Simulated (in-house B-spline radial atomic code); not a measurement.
Neutral cerium is squeezed into an impenetrable sphere of radius R (the orbitals vanish at R). All numbers are computed (Dirac-Kohn-Sham LDA VWN5, spherical fractional occupations; Fermi nucleus of rms radius 4.8771 fm) with an all-electron radial atomic-structure program (B-spline basis), not measured.

Energies in eV above the free atom in [Xe] 4f1 5d1 6s2:

| R (bohr) | highest level (eV) | [Xe] 4f1 5d1 6s2 | [Kr] 4d10 4f2 5s2 5p5 5d1 6s2 | [Xe] 4f1 5d1 6s1 6d1 |
| --- | --- | --- | --- | --- |
| 8.97 | -2.75 | 0.2429 | 19.06 | 7.435 |
| 6.43 | -1.17 | 2.716 | 21.63 | 14.75 |
| 5.19 | 2.44 | 9.181 | 28.38 | 27.03 |
| 4.03 | 14.4 | 33.2 | 53.35 | 61.67 |
| 3.39 | 32.6 | 76.77 | 97.97 | 115.2 |
| 2.94 | 59 | 150 | 171.8 | 198.3 |
| 2.8 | 71.4 | 187.7 | 209.4 | 239.7 |
| 2.29 | 149 | 458.1 | 475.5 | 526.7 |
| 1.79 | 339 | 1281 | 1271 | 1370 |
| 1.24 | 1040 | 5378 | 5191 | 5466 |

Problem. Does [Kr] 4d10 4f2 5s2 5p5 5d1 6s2 fall below [Xe] 4f1 5d1 6s2 under compression?

Solution. Yes, between R = 2.29 and 1.79 bohr the order changes (near 1.97 bohr by linear interpolation).

Problem. Does [Xe] 4f1 5d1 6s1 6d1 fall below [Xe] 4f1 5d1 6s2 under compression?

Solution. No, it stays above over the whole range.

The highest level is first positive in the row R = 5.19 bohr, pushed up by confinement above the zero of the free ion's potential. Each configuration is held fixed and needn't be the lowest in the sphere.
